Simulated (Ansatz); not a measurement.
Reaction (silylene formation by 1,1-elimination): `N[Si](O)([SiH3])Cl` → `N[SiH3]` + `O[Si]Cl`

Computed with Ansatz on PBE0-D4/def2-TZVP structures; ΔE is electronic, products minus reactants. CBS: MP2 limit from def2 TZ/QZ plus the TZ coupled-cluster correction, frozen cores. This one scheme is used for every species. DFT in def2-TZVPP. One conformer a species, not always the lowest.

```
             species  r2SCAN0 energy (Eh)
`N[Si](O)([SiH3])Cl`          -1172.82544
           `N[SiH3]`           -347.23001
           `O[Si]Cl`           -825.53041
```

(1) Work out ΔE.

Largest T1 diagnostic among the species: 0.014.

Answers

(1) ΔE = (-347.23001) + (-825.53041) − (-1172.82544) = 0.06502 Eh = +170.7 kJ/mol. CCSD(T)/CBS gives +154.0 kJ/mol.

From r2SCAN to r2SCAN0 (25 % exact exchange), in def2-TZVPP and without D4, ΔE moves by +4.3 kJ/mol. In def2-TZVPP, CCSD(T) changes the Hartree–Fock value by +13.6 kJ/mol (the triples alone add +2.1 kJ/mol) and MP2 by +21.9 kJ/mol. At CCSD(T), def2-SVP lies −17.1 kJ/mol from the extrapolated value and def2-TZVPP −5.3 kJ/mol.
